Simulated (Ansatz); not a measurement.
Calculated with Ansatz (gas phase, PBE0-D4/def2-TZVP geometries, no zero-point term in ΔE). CCSD(T)/CBS adds triple-zeta CCSD(T) − MP2 to the extrapolated MP2 energy (def2 sets, frozen cores). DFT in def2-TZVPP. Elements past krypton have def2 core potentials. For Br, In outer-core shells are correlated without core-valence functions, which leaves a few kJ/mol of doubt a bond. Scalar relativity is left out up to krypton. Each species was taken in one conformer, which may not be the lowest.

`NB[SiH2]Cl` + `[OH][InH][Br]` → `Cl[SiH2]BBr` + `[NH2][InH][OH]`  (redistribution)

`NB[SiH2]Cl`:

```xyz
9

N     0.856   -0.546    1.316
B     0.189    0.466    0.648
Si   -0.755    0.083   -1.090
Cl    0.069    1.267   -2.579
H     1.348   -0.400    2.183
H     0.911   -1.495    0.983
H     0.195    1.563    1.127
H    -2.209    0.392   -1.051
H    -0.604   -1.331   -1.537
```

`[OH][InH][Br]`:

Cartesian coordinates in Å:
```
O -0.657 0.269 1.295
In 0.227 -0.071 -0.436
Br -0.114 -2.415 -1.079
H -0.557 1.175 1.599
H 1.100 1.042 -1.379
```

`Cl[SiH2]BBr`:

Cartesian coordinates in Å:
```
Cl 0.198 0.496 -2.457
Si 0.660 0.026 -0.504
B -0.981 -0.016 0.655
Br -0.717 -0.457 2.483
H 1.614 1.046 0.001
H 1.326 -1.302 -0.496
H -2.100 0.208 0.318
```

`[NH2][InH][OH]`:

Z-matrix (Å, degrees):
```
N
In 1 2.003
H 1 1.007 2 120.9
H 1 1.009 2 117.7 3 -140.7
O 2 1.990 1 107.5 3 159.0
H 2 1.701 1 129.7 3 -26.0
H 5 0.959 2 113.7 1 175.5
```

CCSD(T)/CBS gives +42.9 kcal/mol.

Q: Another level gave +45.8 kcal/mol. Which?
A. BLYP-D4/def2-TZVPP
B. PBE0-D4/def2-TZVPP
C. CCSD(T)/def2-TZVPP
D. BHLYP-D4/def2-TZVPP

A: B. PBE0-D4 45.8, BLYP-D4 44.5, BHLYP-D4 47.6, CCSD(T)/def2-TZVPP 43.1 kcal/mol.

Largest T1 diagnostic among the species: 0.016.

In def2-TZVPP, CCSD(T) changes the Hartree–Fock value by −6.1 kcal/mol (the triples alone add −0.7 kcal/mol) and MP2 by −6.6 kcal/mol. At CCSD(T), def2-SVP lies +6.1 kcal/mol from the extrapolated value and def2-TZVPP +0.2 kcal/mol. From r2SCAN to r2SCAN0 (25 % exact exchange), in def2-TZVPP and without D4, ΔE moves by +1.1 kcal/mol.
